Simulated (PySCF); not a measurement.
Computed IR spectrum (relative IR intensity) of a molecule C3H5ClGeO. The structure is a stationary point at B3LYP-D3(BJ)/def2-SVP. Other conformers were not sampled. Method: PySCF with B3LYP-D3(BJ)/def2-SVP. Frequencies are harmonic and unscaled.

```csv
ν (cm⁻¹),relative intensity
59,2.0
307,4.0
373,4.0
422,8.1
499,3.3
646,3.9
708,15
732,69
750,10
851,30
885,7.1
926,16
1088,9.7
1367,12
1387,2.5
1666,7.6
1807,100
2129,37
2146,48
2829,53
```

### Question
Which structure fits?
A. C[C]1=C[O][Ge@@H]1[Cl]
B. C=[C](Cl)[GeH2][CH]=O
C. O=[C]1C[CH2][Ge@H]1[Cl]
D. [Cl][GeH2][C]1=COC1

### Answer
B, C=[C](Cl)[GeH2][CH]=O
